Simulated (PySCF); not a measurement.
Positional isomers: azulene hydroxy+boryl. All species are isolated molecules in the gas phase. One relaxed conformer stands for each flexible species; it need not be the lowest. Strings in code marks are SMILES.

The four lowest singlet excitations (Tamm–Dancoff). All values below come from PBE-D3(BJ)/def2-TZVP // PBE0-D3(BJ)/def2-SVP run with PySCF. Excitations are Tamm–Dancoff values on a coarser integration grid. The basis has no diffuse functions, so Rydberg states are missing or too high.

| state | energy (eV) | wavelength (nm) | oscillator strength |
|---|---|---|---|
| S1 | 2.72 | 457 | 0.016 |
| S2 | 3.06 | 405 | 0.057 |
| S3 | 3.36 | 369 | 0.044 |
| S4 | 4.35 | 285 | 0.456 |

Problem. Identify which member gives these states.
A. `Bc1cccc2cc(O)cc-2c1`
B. `Bc1ccc2cc(O)cc-2cc1`
C. `Bc1ccc2cc(O)cccc1-2`
D. `Bc1ccc2cccc(O)cc1-2`

Solution. A, `Bc1cccc2cc(O)cc-2c1`
